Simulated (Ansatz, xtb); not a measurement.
**Relative energy of two structures of C5H11B**

We compare a, `B[C@@H]1CC[C@H]1C`, a singlet, with b, a singlet given by its coordinates. Both are isolated molecules in the gas phase, relaxed with PBE0-D3(BJ)/def2-SVP; the shapes shown needn't be the lowest conformers.

a (Å):

```xyz
17

C    -0.5774    0.3568   -0.9781
C    -1.1771   -0.2291   -2.2797
C    -1.1262   -1.6227   -1.6285
C    -0.9734   -0.9560   -0.2452
C    -0.0222   -1.5477    0.7683
B    -0.8891    1.7679   -0.4201
H    -1.1249    2.6983   -1.1609
H    -0.8538    1.9752    0.7746
H     0.5344    0.3784   -1.0675
H    -0.6165   -0.0794   -3.2143
H    -2.2104    0.1156   -2.4430
H    -0.2028   -2.1589   -1.9038
H    -1.9807   -2.2996   -1.7821
H    -1.9696   -0.8280    0.2143
H    -0.3827   -2.5198    1.1413
H     0.0982   -0.8811    1.6373
H     0.9755   -1.7065    0.3263
```

b (Å):

| atom | x (Å) | y (Å) | z (Å) |
| --- | --- | --- | --- |
| C | -0.7657 | -0.9734 | -0.0087 |
| C | 0.4643 | -1.2194 | 0.8307 |
| C | -1.9843 | -1.8924 | 0.2086 |
| C | -2.8886 | -0.6706 | 0.4572 |
| C | -1.6777 | 0.2739 | 0.3976 |
| B | -0.6747 | -0.1891 | -1.3223 |
| H | 0.2545 | 0.5702 | -1.4856 |
| H | -1.5429 | -0.2697 | -2.1633 |
| H | 1.1853 | -0.3925 | 0.7435 |
| H | 0.2153 | -1.3517 | 1.8979 |
| H | 0.9738 | -2.1375 | 0.4967 |
| H | -2.2568 | -2.5374 | -0.6398 |
| H | -1.8743 | -2.5273 | 1.1012 |
| H | -3.4200 | -0.6651 | 1.4192 |
| H | -3.6220 | -0.4806 | -0.3392 |
| H | -1.3401 | 0.7416 | 1.3332 |
| H | -1.7621 | 1.1057 | -0.3420 |

Close contacts (Å): C1–C2 1.51, C1–C3 1.54, C1–C5 1.60, C1–B6 1.53, C3–C4 1.54, C4–C5 1.54, C5–B6 2.04, C2–H9 1.10, C2–H10 1.10, C2–H11 1.10, C3–H12 1.10, C3–H13 1.10, C4–H14 1.10, C4–H15 1.10, C5–H16 1.10, C5–H17 1.12, B6–H7 1.21, B6–H8 1.21.

Quicker runs give these differences E(b) − E(a): GFN2-xTB +6.18 kJ/mol; HF/STO-3G +8.70 kJ/mol (at GFN2-xTB geometries); r2SCAN-D4/def2-SVP +3.92 kJ/mol (at GFN2-xTB geometries).

Problem. Estimate E(b) − E(a) at the level CCSD(T)/def2-SVP + ΔMP2/def2-TZVPP.

Solution. Too close to call at this level: CCSD(T)/def2-SVP + ΔMP2/def2-TZVPP gives E(b) − E(a) = −0.65 kJ/mol.

Level by level:

```csv
level,geometry,E(b) − E(a) (kJ/mol),departure from the last row (kJ/mol),"job, with rough time for the two"
GFN2-xTB,GFN2-xTB,+6.18,+6.83,"optimisation, 0.29 s"
HF/STO-3G,GFN2-xTB,+8.70,+9.35,"single point, 0.42 s"
r2SCAN-D4/def2-SVP,GFN2-xTB,+3.92,+4.57,"single point, 3.4 s"
PBE0-D3(BJ)/def2-SVP,PBE0-D3(BJ)/def2-SVP,−4.47,−3.82,"optimisation, 2 min"
HF/def2-SVP,PBE0-D3(BJ)/def2-SVP,+26.40,+27.04,part of the CCSD(T) run
MP2/def2-SVP,PBE0-D3(BJ)/def2-SVP,−1.46,−0.82,part of the CCSD(T) run
CCSD(T)/def2-SVP,PBE0-D3(BJ)/def2-SVP,+3.04,+3.69,single point
CCSD(T)/def2-SVP + ΔMP2/def2-TZVPP,PBE0-D3(BJ)/def2-SVP,−0.65,,"single point, 58 s"
```

The largest departure from CCSD(T)/def2-SVP + ΔMP2/def2-TZVPP is that of HF/def2-SVP, 27.04 kJ/mol. The last row adds to CCSD(T) the change of the MP2 difference between the two basis sets, here −3.69 kJ/mol.

With thermal terms from frequencies at re-optimised GFN2-xTB minima (ideal gas, soft modes damped towards free rotors, one conformer each, 298.15 K, 1 atm): on the last row, ΔE + ΔZPE = +0.22, ΔH = −0.03, ΔG = +1.36 kJ/mol.

The correlated steps freeze 6 core orbitals. Mirror images aren't counted in ΔG. Programs: Ansatz 0.2.0, xtb 6.7.1; the last row on 2 threads of Intel(R) Xeon(R) 6975P-C (Granite Rapids) on a shared host.
